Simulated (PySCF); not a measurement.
**Static response to an electric field**

C5H5F3Si.
Cartesian coordinates in Å at the GFN2-xTB level; atoms count from 1:
```xyz
14
C5H5F3Si angstrom
C     -1.9701   -0.6353   -0.4406
C     -0.5623   -0.2664   -0.1358
C      0.4537   -1.1354   -0.0325
C      1.7535   -0.5470    0.2746
F      2.7974   -1.3804    0.3866
C      1.8479    0.7787    0.4283
Si     0.1307    1.4697    0.1745
F     -0.0715    2.5222   -1.0149
F     -0.5276    2.2712    1.3942
H     -2.0774   -1.7098   -0.5707
H     -2.6241   -0.3063    0.3660
H     -2.2984   -0.1306   -1.3485
H      0.3727   -2.2033   -0.1567
H      2.7747    1.2721    0.6534
```

Level: PBE0/def2-SVPD (PySCF), static field, nuclei fixed, core orbitals frozen in the response. The polarisability tensor in these axes (au):

```
x   91.31 -1.75  6.67
y   -1.75 85.07  2.74
z    6.67  2.74 56.69
```

Problem. Give the principal values, the mean and the anisotropy Δα = √{½[(α1 − α2)² + (α2 − α3)² + (α1 − α3)²]}.

Solution. Principal values 55.15, 85.18 and 92.75 au; mean 77.69 au = 11.51 Å³ = 12.81 × 10⁻⁴⁰ C²·m²/J; Δα = 34.44 au (44 % of the mean).

Problem. What is the dipole moment, and where does it point?

Solution. (-0.92, -1.82, -0.37) D, 2.07 D in size, pointing from the negative to the positive side. Measured along this direction, the outermost atoms are H14 at the negative end and H10 at the positive end.

Problem. How large is μ²/3kT at 400 K beside α?

Solution. In Gaussian units μ²/3kT = 25.92 Å³ against 11.51 Å³, a ratio of 2.25; the Debye molar polarisation (4π/3)N_A(α + μ²/3kT) is 94.4 cm³/mol, leaving out the vibrational part.

Problem. Give the principal axes and the span of the nuclei along them.

Solution. Largest value along (0.97, -0.16, 0.17), where the nuclei span 5.45 Å; middle along (0.14, 0.98, 0.13), 4.47 Å; least along (-0.19, -0.10, 0.98), 2.46 Å. The response follows the extents in order.

Problem. Find the Langevin capture rate constant for O2+ (31.990 u) meeting this molecule (150.011 u), k = 2.342 × 10⁻⁹ cm³/s × √(α in Å³ / reduced mass in u).

Solution. The reduced mass is 26.37 u, so k = 1.55 × 10⁻⁹ cm³/s. The formula leaves out the permanent dipole, which adds to the capture rate.

Problem. Sum over states: ᾱ = Σ f/ω², ω in Eh. What share falls to these 6 lowest TDDFT singlets (eV, f)? 3.87, 0.0611; 5.23, 0.0001; 6.22, 0.0036; 6.47, 0.0649; 6.86, 0.0024; 6.94, 0.0008.

Solution. They add up to 4.29 au, 5.5 % of the 77.69 au; the largest single term is 3.02 au, from the state at 3.87 eV. Terms in order: 3.02, 0.00, 0.07, 1.15, 0.04, 0.01 au. Higher excitations give the rest. The strengths listed sum to 0.133.

Problem. What molar refraction does this α imply?

Solution. Lorentz–Lorenz: R = (4π/3)N_A α = 2.5225 cm³/(mol·Å³) × 11.51 Å³ = 29.0 cm³/mol, in the limit of long wavelengths.

Isolated species at its GFN2-xTB geometry, gas phase.

These values come from a run that also computed excited states. On Arm Neoverse N1, one thread, no GPU, shared host with 64 logical CPUs at a one-minute load of 60, this took 83 s of wall time and 0.95 GiB of memory at its peak.
